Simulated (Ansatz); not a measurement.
System (SMILES): [BH]N (BH-NH2), doublet.
Atoms: B1, N2, H3, H4, H5. Bonds: B1-N2, B1-H3, N2-H4, N2-H5.

Basis-set convergence of the optimised B1-H3 bond length at PBE with Ansatz (a first-principles code). Cartesian d functions, on some or all atoms, in 6-31G*, 6-31+G*; all else is spherical. Open shells are unrestricted. No added dispersion term, no relativity. Reference: the value in def2-QZVPPD, 1.1998 Å, itself unsure by roughly 0.0001 Å (its mean distance from pcseg-3, def2-QZVPP, cc-pVQZ). Deviations are taken from unrounded values.

| basis | functions | optimised B1-H3 bond length (Å) | minus reference (Å) |
|---|---|---|---|
| 6-31G* | 36 | 1.2069 | 0.0071 |
| 6-31+G* | 44 | 1.2055 | 0.0057 |
| aug-cc-pVDZ | 73 | 1.2095 | 0.0097 |
| def2-TZVP | 80 | 1.2014 | 0.0016 |
| def2-TZVPD | 101 | 1.2014 | 0.0016 |
| def2-TZVPP | 104 | 1.2008 | 0.0010 |
| jun-cc-pV(T+d)Z | 120 | 1.2004 | 0.0006 |
| cc-pVQZ | 200 | 1.1999 | 0.0001 |
| pcseg-3 | 219 | 1.1998 | -0.0001 |

The smallest set listed that lies within 0.003 Å of the reference with all its larger relatives (same family, alike in diffuse functions; a set with none counts only in the reference's own line) is def2-TZVP (80 functions, 0.0016 Å off). Inside, with no larger relative to test it: cc-pVQZ, pcseg-3. (Relatives not listed, tested too: def2-TZVPPD 0.0008, aug-cc-pVTZ 0.0005, def2-QZVP 0.0002, def2-QZVPP 0.0002, def2-QZVPPD 0.0000 Å.)
